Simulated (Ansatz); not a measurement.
CHO3 (SMILES O=C([O-])O), charge -1, singlet, at a GFN2-xTB geometry (a gas-phase anion, which may not be bound at this level). Base run: MP2/STO-3G in Ansatz (a quantum-chemistry and plane-wave program).

Input for Ansatz:
Ansatz 0.2 input:
```yaml
crystal:
  periodic: [false, false, false]
  atoms:
    - {symbol: O, position_ang: [1.13393356, -0.59547373, 0.06006873]}
    - {symbol: C, position_ang: [-0.17204899, 0.04624794, -0.01054587]}
    - {symbol: O, position_ang: [-0.11749047, 1.27346465, 0.03311655]}
    - {symbol: O, position_ang: [-1.10808714, -0.72896887, -0.10125746]}
    - {symbol: H, position_ang: [1.76544629, 0.13033604, 0.12785263]}
basis:
  gaussian:
    orbitals: STO-3G
total_charge: -1
magnetization: {spin_polarized: false}
correlation: {method: mp2}
```

Variants of this job, named by their change:

```tsv
change	basis functions	E (Eh)	MP2 correlation (Eh)
base	21	-259.50868	-0.17565
basis = 3-21G	38	-262.02435	-0.43538
basis = 6-31G	38	-263.40830	-0.45387
basis = def2-SVP	61	-263.54807	-0.67168
basis = 6-31G*	62	-263.73410	-0.65751
basis = 6-311G**	78	-263.87947	-0.72337
basis = aug-cc-pVDZ	101	-263.87192	-0.73187
basis = aug-pcseg-1	101	-263.76339	-0.71590
basis = 6-311+G(2d,p)	114	-263.97652	-0.79398
basis = def2-TZVP	130	-264.06748	-0.86066
basis = pcseg-2	134	-264.04915	-0.85264
basis = pc-2	134	-264.05232	-0.84912
basis = aug-cc-pVTZ	207	-264.09340	-0.89055
```

Totals compare only among sets that treat the same electrons; sets with core potentials leave the core out.

A gas-phase anion may not be bound at this level; its values then depend on the basis.
